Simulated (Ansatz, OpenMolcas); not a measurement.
The same job for Ansatz

OpenMolcas 26.06 runs this on doublet [GaCl3]−:

job.inp:
```
&GATEWAY
 BasLib=$CurrDir
 Coord
 4
 angstrom
 Cl       0.866700       0.371400       1.887500
 Ga       0.013800      -0.015100      -0.005100
 Cl      -0.090300      -1.995000      -0.731600
 Cl      -0.734700       1.578300      -1.171100
 Basis=aug-cc-pVDZ
 Group=NoSym

&SEWARD
 GridInput
 Grid=UltraFine
 End of Grid

&SCF
 UHF
 Charge=-1
 Spin=2
 KSDFT=SVWN5
 Thresholds=1e-10 1e-07 1e-07 1e-05
 PrOrbitals=1 1
```

```bash
$ export MOLCAS_MEM=1860
$ pymolcas job.inp > job.log
```

(Basis files named in the input come from the Basis Set Exchange and aren't shown.)

The coordinates come from a PBE0-D4/def2-TZVP relaxation. That shape belongs to the parent species and isn't relaxed for this state.

The HOMO lies above zero, from self-interaction, a short basis or an unbound electron.

It gives a total energy of -3298.177679 Eh.

**Question.** How is this level of theory, on these atoms, set up in Ansatz 0.2.0 as an input file of the program's own?

**Answer.** One way, which was run:

input.yaml:
```yaml
crystal:
  periodic: [false, false, false]
  atoms:
    - {symbol: Cl, position_ang: [0.866700, 0.371400, 1.887500]}
    - {symbol: Ga, position_ang: [0.013800, -0.015100, -0.005100]}
    - {symbol: Cl, position_ang: [-0.090300, -1.995000, -0.731600]}
    - {symbol: Cl, position_ang: [-0.734700, 1.578300, -1.171100]}
basis:
  gaussian:
    orbitals: aug-cc-pVDZ
accuracy: high
total_charge: -1
output:
  orbitals: {seedname: orbitals}
hamiltonian:
  xc: {name: SVWN5}
magnetization:
  spin_polarized: true
  initial_magnetization: 1
```

```bash
$ ansatz run input.yaml --threads 1 --pin off --max-ram 3480MiB --events-out events.jsonl --progress --plain --runs-dir runs
```

Its energy is -3298.177683 Eh, 0.004 mEh from the first.
